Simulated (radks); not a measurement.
The rhodium ion Rh2+ inside a hard spherical wall (all orbitals vanish at R), configuration held at [Kr] 4d7 and not refilled when levels cross. Calculated with a radial shooting solver on a logarithmic mesh with Libxc functionals: scalar-relativistic Kohn-Sham, LDA (Slater exchange, Perdew-Wang correlation), spin-polarised, spherical densities, finite nucleus; open shells are filled with parallel spins first (spin-orbit coupling, left out, can overturn this in heavy ions); Fermi nuclear charge, rms radius 4.4945 fm. Eigenvalues in eV for spin up, with the zero of energy where the potential of the charges vanishes at infinity; a dash marks a level that is unbound or too diffuse for the functional's potential to be trusted. A positive occupied level is held by the wall or, in an anion where self-interaction has pushed it up, behind a barrier. The pressure on the wall is -dE/dV.

R (bohr)  E (hartree)  kinetic (hartree)    e(3d)    e(4s)    e(4p)    e(4d)  e(5s, empty)  e(5p, empty)  pressure (GPa)
free      -4778.45878           4947.338  -322.31  -104.38  -72.259  -26.833       -20.418       -14.204               0
15        -4778.45878           4947.338  -322.31  -104.38  -72.259  -26.833       -20.418       -14.204        < 0.0001
8         -4778.45877           4947.338  -322.31  -104.38  -72.258  -26.833       -20.415       -14.181        0.000357
7         -4778.45873           4947.338  -322.30  -104.37  -72.255  -26.830       -20.401       -14.106         0.00518
6         -4778.45829           4947.344  -322.28  -104.35  -72.232  -26.809       -20.310       -13.802          0.0742
5         -4778.45385           4947.388  -322.09  -104.18  -72.073  -26.658       -19.785       -12.647            1.05
4         -4778.41206           4947.701  -320.96  -103.23  -71.163  -25.750       -17.084        -8.241            15.2
3         -4778.01317           4949.968  -315.08  -98.646  -66.772  -20.827        -3.192        10.284             270
2.5       -4776.96702           4955.201  -305.45  -91.727  -59.874  -12.373        20.762        39.046            1410
2         -4772.76962           4973.929  -280.84  -74.241  -41.255   10.819        86.286        111.99            9460
